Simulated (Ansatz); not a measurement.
Born–Oppenheimer molecular dynamics of AlClH$_{3}$NO (7 atoms, charge 0, multiplicity 1). It starts from a relaxed structure.

Computed with Ansatz 0.2.0, RKS PBE0-D4/6-31G*.

```
ensemble                      : NVE (velocity Verlet)
time step                     : 0.5 fs
steps asked                   : 100
starting velocities drawn for : 2000 K
masses                        : H 2.014 u
seed                          : 490188
```

Frames 1 fs apart, positions in Å, forces in eV/Å.

Velocities at 35.0 fs (Å/ps):

```
Al -0.35 -1.06 0.35
N -4.45 -0.48 1.99
H 19.87 -7.96 -10.93
H -21.27 13.55 -20.53
O -3.88 2.55 -4.07
H 19.29 -15.18 -1.83
Cl 2.76 0.39 2.68
```

```xyz
7
Properties=species:S:1:pos:R:3:forces:R:3 time_fs=35.0 energy_less_start_eV=0.983 T=483
Al 0.220 0.069 0.160 -1.76 -1.14 -1.84
N -0.229 0.002 1.806 1.70 1.05 -0.97
H -1.124 -0.015 2.113 -4.04 0.47 0.15
H 0.184 -0.398 2.561 2.76 -1.21 2.52
O 1.492 -0.507 -0.742 1.08 0.15 0.77
H 1.749 -0.469 -1.651 -0.02 0.11 -0.59
Cl -1.637 -0.265 -0.909 0.28 0.58 -0.04
7
Properties=species:S:1:pos:R:3:forces:R:3 time_fs=36.0 energy_less_start_eV=1.147 T=234
Al 0.219 0.068 0.160 -1.73 -1.13 -1.79
N -0.233 0.002 1.808 2.15 1.68 -2.52
H -1.115 -0.022 2.103 -5.17 0.44 0.44
H 0.170 -0.388 2.548 3.47 -1.82 3.72
O 1.489 -0.505 -0.746 1.17 0.15 0.49
H 1.769 -0.484 -1.654 -0.12 0.11 -0.27
Cl -1.634 -0.264 -0.906 0.22 0.57 -0.07
7
Properties=species:S:1:pos:R:3:forces:R:3 time_fs=37.0 energy_less_start_eV=1.068 T=354
Al 0.218 0.066 0.159 -1.66 -1.12 -1.78
N -0.235 0.003 1.807 1.68 1.55 -2.05
H -1.130 -0.026 2.094 -4.47 0.39 0.24
H 0.172 -0.386 2.551 3.23 -1.64 3.45
O 1.486 -0.502 -0.749 1.31 0.14 0.12
H 1.787 -0.498 -1.659 -0.25 0.12 0.13
Cl -1.631 -0.263 -0.903 0.16 0.55 -0.10
7
Properties=species:S:1:pos:R:3:forces:R:3 time_fs=38.0 energy_less_start_eV=0.840 T=701
Al 0.216 0.064 0.158 -1.55 -1.11 -1.80
N -0.236 0.005 1.806 0.66 0.76 0.00
H -1.166 -0.029 2.087 -2.41 0.35 -0.25
H 0.189 -0.392 2.571 2.19 -0.81 1.93
O 1.484 -0.499 -0.753 1.43 0.12 -0.21
H 1.805 -0.512 -1.662 -0.39 0.14 0.48
Cl -1.628 -0.263 -0.901 0.07 0.54 -0.14
7
Properties=species:S:1:pos:R:3:forces:R:3 time_fs=39.0 energy_less_start_eV=0.705 T=908
Al 0.214 0.062 0.156 -1.42 -1.10 -1.81
N -0.237 0.007 1.804 -0.32 -0.15 2.25
H -1.213 -0.030 2.079 -0.15 0.32 -0.67
H 0.217 -0.402 2.600 0.89 0.14 0.13
O 1.482 -0.496 -0.756 1.49 0.11 -0.39
H 1.820 -0.525 -1.664 -0.48 0.17 0.69
Cl -1.625 -0.262 -0.898 -0.02 0.52 -0.20
7
Properties=species:S:1:pos:R:3:forces:R:3 time_fs=40.0 energy_less_start_eV=0.740 T=856
Al 0.211 0.059 0.153 -1.27 -1.10 -1.75
N -0.238 0.010 1.804 -0.96 -0.81 3.79
H -1.261 -0.030 2.067 1.60 0.27 -0.87
H 0.249 -0.411 2.630 -0.21 0.86 -1.26
O 1.482 -0.493 -0.760 1.47 0.10 -0.37
H 1.833 -0.537 -1.662 -0.51 0.19 0.70
Cl -1.622 -0.261 -0.896 -0.12 0.49 -0.25
7
Properties=species:S:1:pos:R:3:forces:R:3 time_fs=41.0 energy_less_start_eV=0.860 T=673
Al 0.207 0.056 0.150 -1.12 -1.11 -1.60
N -0.240 0.012 1.807 -1.26 -1.16 4.47
H -1.302 -0.029 2.051 2.72 0.21 -0.85
H 0.281 -0.416 2.654 -1.01 1.28 -2.09
O 1.483 -0.490 -0.764 1.34 0.12 -0.15
H 1.844 -0.549 -1.657 -0.45 0.19 0.52
Cl -1.619 -0.260 -0.893 -0.22 0.47 -0.31
7
Properties=species:S:1:pos:R:3:forces:R:3 time_fs=42.0 energy_less_start_eV=0.955 T=529
Al 0.204 0.052 0.146 -0.96 -1.12 -1.34
N -0.242 0.013 1.813 -1.27 -1.26 4.43
H -1.330 -0.026 2.032 3.29 0.13 -0.68
H 0.307 -0.415 2.668 -1.53 1.46 -2.46
O 1.484 -0.487 -0.768 1.12 0.16 0.25
H 1.853 -0.559 -1.649 -0.31 0.18 0.18
Cl -1.617 -0.258 -0.891 -0.34 0.44 -0.37
7
Properties=species:S:1:pos:R:3:forces:R:3 time_fs=43.0 energy_less_start_eV=0.961 T=519
Al 0.200 0.048 0.142 -0.80 -1.12 -1.00
N -0.245 0.014 1.821 -1.07 -1.17 3.83
H -1.342 -0.023 2.009 3.43 0.05 -0.42
H 0.326 -0.407 2.670 -1.82 1.45 -2.45
O 1.486 -0.484 -0.772 0.85 0.23 0.72
H 1.860 -0.569 -1.641 -0.14 0.14 -0.24
Cl -1.614 -0.257 -0.889 -0.46 0.42 -0.44
7
Properties=species:S:1:pos:R:3:forces:R:3 time_fs=44.0 energy_less_start_eV=0.874 T=653
Al 0.195 0.043 0.138 -0.64 -1.11 -0.60
N -0.249 0.013 1.833 -0.70 -0.91 2.76
H -1.338 -0.019 1.984 3.16 -0.03 -0.09
H 0.337 -0.393 2.661 -1.86 1.27 -2.10
O 1.489 -0.481 -0.776 0.59 0.30 1.15
H 1.867 -0.578 -1.634 0.03 0.09 -0.62
Cl -1.611 -0.255 -0.886 -0.59 0.39 -0.50
7
Properties=species:S:1:pos:R:3:forces:R:3 time_fs=45.0 energy_less_start_eV=0.737 T=862
Al 0.190 0.039 0.133 -0.48 -1.09 -0.18
N -0.254 0.012 1.846 -0.15 -0.48 1.26
H -1.319 -0.016 1.958 2.41 -0.12 0.29
H 0.339 -0.372 2.642 -1.60 0.92 -1.38
O 1.492 -0.477 -0.779 0.42 0.36 1.40
H 1.873 -0.586 -1.629 0.12 0.05 -0.82
Cl -1.609 -0.254 -0.884 -0.72 0.36 -0.57
7
Properties=species:S:1:pos:R:3:forces:R:3 time_fs=46.0 energy_less_start_eV=0.642 T=1007
Al 0.186 0.033 0.128 -0.31 -1.06 0.23
N -0.259 0.011 1.860 0.55 0.15 -0.67
H -1.289 -0.013 1.934 1.09 -0.21 0.67
H 0.333 -0.347 2.616 -0.95 0.36 -0.21
O 1.495 -0.474 -0.781 0.37 0.38 1.38
H 1.881 -0.595 -1.629 0.10 0.05 -0.77
Cl -1.607 -0.252 -0.883 -0.85 0.32 -0.64
```

Of the whole run (50 fs, mean temperature of the second half 732 K): The conserved energy stayed within 0.85 meV per atom of its start (net change 0.64 meV per atom), so the integration is sound. A run of 0.05 ps of so small a system gives no equilibrium averages.

Run time: 4.2 min on 1 thread of Arm Neoverse V2, with other jobs on the host, peak memory 0.14 GiB.
